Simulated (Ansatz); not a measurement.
ClFH2NNbO, SMILES `[NH2][Nb](=[O])([F])[Cl]`, 7 atoms. Charge 0, multiplicity 1. Correlated methods include outer-core shells of Nb, which these sets cover unevenly. Nb takes the def2 core potential. All runs use 4 threads of an Arm Neoverse V1 on a shared host. Correlated methods freeze the cores.

Problem. Give the basis size and wall time and peak host memory of each of these runs in Ansatz. RKS ωB97M-V/def2-QZVPP energy; RKS B3LYP-D4/def2-TZVPP energy and forces; RHF-CCSD(T)/def2-SVP energy; RKS PBE0-D4/def2-SVP energy; RHF-MP2/def2-QZVPP energy; RKS ωB97M-V/def2-TZVPP energy and forces; RKS HSE06 (plane-wave form)-D4/def2-TZVPP energy; RKS LC-ωPBE/def2-TZVPP energy; RHF-CCSD(T)/def2-TZVPP energy; RKS PBE0-D4/def2-TZVP relaxation (7 steps); RKS ωB97M-V/def2-SVP energy; direct RPA on PBE orbitals/def2-TZVPP energy. (Best estimate.)

Solution. Ansatz gave: Other jobs shared the machine, so times are rough.

```csv
level,job,functions,wall time,peak host memory (GiB)
RKS PBE0-D4/def2-SVP,energy,101,1.4 s,0.21
RKS LC-ωPBE/def2-TZVPP,energy,219,2.6 s,0.36
RKS HSE06 (plane-wave form)-D4/def2-TZVPP,energy,219,3.2 s,0.54
RKS B3LYP-D4/def2-TZVPP,energy and forces,219,4.3 s,0.57
RKS ωB97M-V/def2-SVP,energy,101,6.5 s,0.33
direct RPA on PBE orbitals/def2-TZVPP,energy,219,7 s,0.52
RHF-CCSD(T)/def2-SVP,energy,101,8.5 s,0.51
RKS ωB97M-V/def2-TZVPP,energy and forces,219,11 s,0.75
RHF-MP2/def2-QZVPP,energy,382,14 s,1.7
RKS ωB97M-V/def2-QZVPP,energy,382,17 s,1.5
RKS PBE0-D4/def2-TZVP,relaxation (7 steps),182,24 s,0.45
RHF-CCSD(T)/def2-TZVPP,energy,219,3.2 min,4
```

B3LYP here is the variant with VWN-RPA as its local correlation; programs differ in this. LC-ωPBE has ω = 0.4 bohr⁻¹.
